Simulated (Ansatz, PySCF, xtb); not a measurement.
Reaction R1 → P1, each structure at its B3LYP-D3(BJ)/def2-TZVP stationary point, reached from a drawn start; harmonic modes at that level show minima.
R1, C3H4 (SMILES C#CC) (charge 0, multiplicity 1):
```json
[
 {"atom": "C", "x (Å)": "-0.9378", "y (Å)": "-0.0919", "z (Å)": "-0.1248"},
 {"atom": "C", "x (Å)": "0.4968", "y (Å)": "0.0487", "z (Å)": "0.0661"},
 {"atom": "C", "x (Å)": "1.6803", "y (Å)": "0.1646", "z (Å)": "0.2235"},
 {"atom": "H", "x (Å)": "-1.1656", "y (Å)": "-0.9655", "z (Å)": "-0.7387"},
 {"atom": "H", "x (Å)": "-1.3529", "y (Å)": "0.7872", "z (Å)": "-0.6219"},
 {"atom": "H", "x (Å)": "-1.4487", "y (Å)": "-0.2103", "z (Å)": "0.8329"},
 {"atom": "H", "x (Å)": "2.7280", "y (Å)": "0.2672", "z (Å)": "0.3629"}
]
```
P1, C3H4 (SMILES C=C=C) (charge 0, multiplicity 1):
| atom | x (Å) | y (Å) | z (Å) |
|---|---|---|---|
| C | 1.3001 | 0.0085 | -0.0004 |
| C | 0.0000 | 0.0000 | 0.0000 |
| C | -1.3001 | -0.0085 | 0.0004 |
| H | 1.8673 | -0.6545 | -0.6436 |
| H | 1.8590 | 0.6787 | 0.6426 |
| H | -1.8675 | 0.6310 | -0.6661 |
| H | -1.8587 | -0.6552 | 0.6672 |

P less R. No zero-point or thermal terms.

Cores are frozen in the correlated methods. CBS(a, b) extrapolates the correlation energy as X⁻³ and adds the Hartree–Fock energy of set b.

The values were computed with Ansatz (a program for electronic structure); PySCF for the D3/D4 terms; xtb for the GFN methods. No computed number here is a measurement.

| level | reaction energy (meV) |
|---|---|
| GFN1-xTB | 248.3 |
| HF/cc-pVDZ | 48.8 |
| PBE-D4/def2-TZVPP | -139.8 |
| B3LYP-D4/def2-TZVPP | -90.5 |
| BHLYP/def2-TZVPP | -24.0 |
| CAM-B3LYP/def2-TZVPP | -33.9 |
| MP2/cc-pVDZ | 177.8 |
| MP2/CBS(cc-pVTZ, cc-pVQZ) | 203.3 |
| CCSD/cc-pVQZ | ? |

Problem. Fill in the missing entries.

Solution. 
- CCSD/cc-pVQZ, reaction energy (meV): 71.6
